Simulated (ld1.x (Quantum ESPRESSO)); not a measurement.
# Before and after: TM semilocal potential for indium (In)

| Item | Value |
| --- | --- |
| Element | indium |
| Generator | ld1.x (Quantum ESPRESSO) 7.5 |
| Type | norm-conserving Troullier–Martins (semilocal form) |
| Functional | LDA (PZ) |
| Relativity | scalar-relativistic |
| Frozen core | [Kr] 4d10 |
| Valence charge | 3 |
| Reference configuration | 5s2 5p0 (charge +1) |
| Partial waves | 5p (bound, empty): rc 1.90 bohr; 5s (bound): rc 1.80 bohr |
| Local potential | the s channel |
| Core correction | a·sin(br)/r model core, default radius (core density twice the valence density) |

Change: wave 5p (bound): rc 1.90 bohr becomes 5p (bound): rc 2.60 bohr.

Cutoffs: the cutoffs (Ry, on a coarse ladder) from which the occupation-weighted sum of valence levels, in a spherical-Bessel basis at the reference potential, stays within 10 and 1 mRy of its value at 400 Ry; they do not see the model core or the augmentation charge, which bear on the density cutoff. Errors are all-electron minus pseudo energies relative to the spin-unpolarised reference configuration.

Question: Predict the effect on cutoff, ghosts and configuration errors.

Answer: The potential gets neither clearly harder nor softer (21 Ry and 50 Ry → 21 Ry and 50 Ry); of the 9 tests that both files solve, the error grows in 3 and shrinks in 0 by more than 15 % and 0.3 meV (median size 13.3 → 14.1 meV); neither file shows a bound ghost. More of the atom is replaced by a form fitted at one configuration, so other configurations suffer. A semilocal file is local in each channel, so a ghost entry of none says nothing of the separable form that plane-wave codes build from it.

```tsv
quantity	base	changed
cutoff, loose	21 Ry	21 Ry
cutoff, tight	50 Ry	50 Ry
bound ghosts	none	none
error for 5s2 5p1, meV [ΔE -5.59 eV]	-11	-11
error for 5s1 5p0, meV [ΔE 19.66 eV]	-110	-110
error for 5s2 5p0.5, meV [ΔE -3.55 eV]	-3.8	-3.8
error for 5s0 5p3, meV [ΔE 6.57 eV]	-19	-37
error for 5s2 5p1.3, meV [ΔE -6.18 eV]	-13	-14
error for 5s1 5p1, meV [ΔE 6.70 eV]	-14	-19
error for 5s1 5p2, meV [ΔE 0.34 eV]	-1.3	-5.8
error for 5s2 5p1 (spin-polarised), meV [ΔE -5.71 eV]	-11	-11
error for 5s1 5p0 (spin-polarised), meV [ΔE 19.44 eV]	-111	-111
```
